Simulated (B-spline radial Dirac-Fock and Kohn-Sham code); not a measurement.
ΔSCF core binding energies without Breit or QED terms, calculated with an atomic code on a B-spline grid.

A sound run for atomic nitrogen, configuration [He] 2s2 2p3: The ground state converged in 10 iterations, with total energy -54.32772 Ha, virial ratio 1.99884 and highest orbital energy -13.83 eV. ΔSCF binding energies: K (1s) 412.0 eV. Holes are computed only in closed shells, and unreliable hole states are left out.

A second run, with one unsound setting: The ground state converged in 28 iterations, with total energy -34.52651 Ha, virial ratio 1.13273 and highest orbital energy -11.85 eV. ΔSCF binding energies: K (1s) 113.0 eV (not all states converged, so these are not final). Holes are computed only in closed shells, and unreliable hole states are left out.

```
iter   energy (Ha)        error
   1      -32.11298608  3.53e-01
   2      -26.33758402  8.21e-02
   3      -26.37971316  2.86e-02
   4      -33.01528172  2.31e-01
   5      -39.70063095  9.31e-02
   6      -40.02790367  2.88e-02
   7      -32.94886893  3.69e-01
   8      -33.25590344  3.59e-01
   9      -33.18442588  3.58e-01
  17      -34.51276303  5.79e-02
  25      -34.52650808  4.53e-06
  28      -34.52650808  8.55e-08
```

Q: Which fault fits the second run best?
A. too few iterations
B. mesh too coarse
C. speed of light below Z
D. spline order too low

A: C. The input had c_factor = 0.0118: c_factor makes c so small that Zα exceeds 1, so any numbers that come out have no meaning.
